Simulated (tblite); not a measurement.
Compound: C4H10N2OSi2.
Atom-mapped SMILES: `[H]/[N:1]=[CH:2]/[C:3](=[CH:4]/[SiH2:5][SiH3:6])[C:7]([NH2:8])=[O:9]` (hydrogens: H10 on N1; H11 on C2; H12 on C4; H13, H14 on Si5; H15, H16, H17 on Si6; H18, H19 on N8)

Computed with GFN2-xTB (tblite), gas phase: L-BFGS steps from a force-field or distance-geometry start until the largest atomic force falls under 0.01 eV/Å.

Step 13: E = -734.0384 eV
```
atom  x, y, z in Å  |  force x, y, z in eV/Å
N1     -0.3477    1.8731   -2.7151   -0.047   0.131  -0.018
C2     -0.1857    0.6825   -2.3177   -0.060   0.204   0.139
C3     -0.3538    0.2868   -0.9318    0.144  -0.236  -0.030
C4     -0.1891   -1.0092   -0.6266    0.004  -0.242   0.220
Si5    -0.3700   -1.7343    1.1046    0.155  -0.108  -0.005
Si6     1.5521   -1.4785    2.4013   -0.223  -0.017  -0.211
C7     -0.6577    1.2100    0.1946   -0.052  -0.009  -0.109
N8     -0.8729    2.4751   -0.1754    0.047  -0.067  -0.075
O9     -0.6952    0.7925    1.3501    0.029  -0.134  -0.212
H10    -0.2223    2.0414   -3.7072    0.041  -0.032  -0.078
H11     0.0821   -0.1619   -2.9688   -0.019   0.139  -0.072
H12     0.0887   -1.6825   -1.4309   -0.048   0.011   0.103
H13    -0.3445   -3.1640    0.6489   -0.049   0.009   0.175
H14    -1.7088   -1.6248    1.6967    0.162   0.157  -0.095
H15     1.7987   -0.1099    2.8202    0.069   0.145   0.061
H16     1.4763   -2.3131    3.5978   -0.085  -0.037   0.108
H17     2.7791   -1.9505    1.7406   -0.038   0.050  -0.087
H18    -1.0768    3.2046    0.4831    0.001  -0.029   0.176
H19    -0.7623    2.6720   -1.1718   -0.030   0.066   0.008
```

Step 14: E = -734.0532 eV
```
atom  x, y, z in Å  |  force x, y, z in eV/Å
N1     -0.3516    1.8810   -2.7150   -0.019   0.062   0.012
C2     -0.1843    0.6886   -2.3222   -0.056   0.020   0.090
C3     -0.3513    0.2725   -0.9382    0.115  -0.008  -0.093
C4     -0.1885   -1.0230   -0.6295    0.037  -0.075   0.115
Si5    -0.3673   -1.7183    1.1124   -0.059  -0.139  -0.041
Si6     1.5479   -1.4725    2.3982   -0.168   0.080  -0.081
C7     -0.6552    1.1974    0.1900   -0.047  -0.080  -0.101
N8     -0.8723    2.4641   -0.1685    0.034   0.004  -0.023
O9     -0.6920    0.7738    1.3433    0.036  -0.161  -0.132
H10    -0.2230    2.0530   -3.7078    0.025  -0.045  -0.004
H11     0.0850   -0.1516   -2.9858   -0.038   0.215   0.020
H12     0.0903   -1.6964   -1.4326   -0.053  -0.012   0.110
H13    -0.3526   -3.1467    0.6570   -0.037  -0.054   0.195
H14    -1.7156   -1.6101    1.6964    0.244   0.150  -0.113
H15     1.8086   -0.1063    2.8266    0.049   0.107   0.041
H16     1.4756   -2.3066    3.5944   -0.098  -0.051   0.122
H17     2.7721   -1.9436    1.7435    0.037   0.017  -0.142
H18    -1.0744    3.1955    0.4940    0.034  -0.162   0.078
H19    -0.7611    2.6585   -1.1638   -0.036   0.134  -0.054
```

Step 15: E = -734.0651 eV
```
atom  x, y, z in Å  |  force x, y, z in eV/Å
N1     -0.3550    1.8881   -2.7147    0.003   0.003   0.033
C2     -0.1845    0.6943   -2.3236   -0.033  -0.084  -0.001
C3     -0.3472    0.2623   -0.9435    0.069   0.030  -0.060
C4     -0.1873   -1.0352   -0.6289    0.040   0.210  -0.036
Si5    -0.3652   -1.7105    1.1172   -0.185  -0.123  -0.062
Si6     1.5416   -1.4672    2.3945   -0.028   0.126   0.083
C7     -0.6543    1.1869    0.1840   -0.025  -0.062  -0.073
N8     -0.8714    2.4571   -0.1638    0.045  -0.051  -0.056
O9     -0.6892    0.7579    1.3357    0.029  -0.164  -0.064
H10    -0.2227    2.0597   -3.7087    0.007  -0.053   0.068
H11     0.0861   -0.1400   -2.9974   -0.043   0.227   0.067
H12     0.0902   -1.7064   -1.4313   -0.035  -0.070   0.076
H13    -0.3590   -3.1364    0.6669   -0.028  -0.134   0.192
H14    -1.7155   -1.5965    1.6940    0.232   0.142  -0.096
H15     1.8164   -0.1019    2.8317    0.022   0.041   0.012
H16     1.4730   -2.3028    3.5940   -0.103  -0.019   0.069
H17     2.7672   -1.9382    1.7427    0.038   0.011  -0.152
H18    -1.0720    3.1860    0.5033    0.041  -0.202   0.049
H19    -0.7610    2.6522   -1.1595   -0.043   0.168  -0.048
```

Task: Estimate the geometry and energy of step 16. (The exact step hangs on the optimiser's Hessian estimate; all steps are aligned on step 15, rigid shifts and turns removed.)

Result: E = -734.0782 eV, largest force 0.304 eV/Å
```
atom  x, y, z in Å  |  force x, y, z in eV/Å
N1     -0.3585    1.8956   -2.7133    0.015  -0.035   0.060
C2     -0.1854    0.6998   -2.3256   -0.001  -0.128  -0.075
C3     -0.3417    0.2513   -0.9504   -0.013   0.186  -0.047
C4     -0.1851   -1.0448   -0.6295    0.057   0.261  -0.146
Si5    -0.3664   -1.7029    1.1204   -0.185  -0.064  -0.094
Si6     1.5345   -1.4590    2.3920    0.129   0.122   0.212
C7     -0.6537    1.1743    0.1769    0.033  -0.087  -0.051
N8     -0.8693    2.4469   -0.1602    0.022  -0.012   0.002
O9     -0.6856    0.7369    1.3260    0.006  -0.126   0.000
H10    -0.2225    2.0665   -3.7083   -0.012  -0.051   0.120
H11     0.0870   -0.1236   -3.0104   -0.034   0.169   0.074
H12     0.0897   -1.7194   -1.4285   -0.020  -0.094   0.050
H13    -0.3669   -3.1269    0.6815   -0.023  -0.222   0.172
H14    -1.7120   -1.5785    1.6899    0.130   0.133  -0.046
H15     1.8258   -0.0956    2.8379   -0.008  -0.020  -0.015
H16     1.4681   -2.2989    3.5950   -0.102   0.031  -0.006
H17     2.7626   -1.9319    1.7390   -0.010   0.024  -0.130
H18    -1.0687    3.1717    0.5150    0.055  -0.269  -0.019
H19    -0.7618    2.6478   -1.1549   -0.042   0.182  -0.059
```

The energy changes by -0.0131 eV. The first-order estimate −F·Δx gives -0.0175 eV and the mean of the old and new forces, exact on a quadratic surface, -0.0131 eV. The step makes an angle of 66° with the force vector and moves no atom by more than 0.023 Å.

What follows is the cost of the whole relaxation. Hardware: Arm Neoverse N1, one thread, on a shared host. Cost: 1.4 s of wall time.
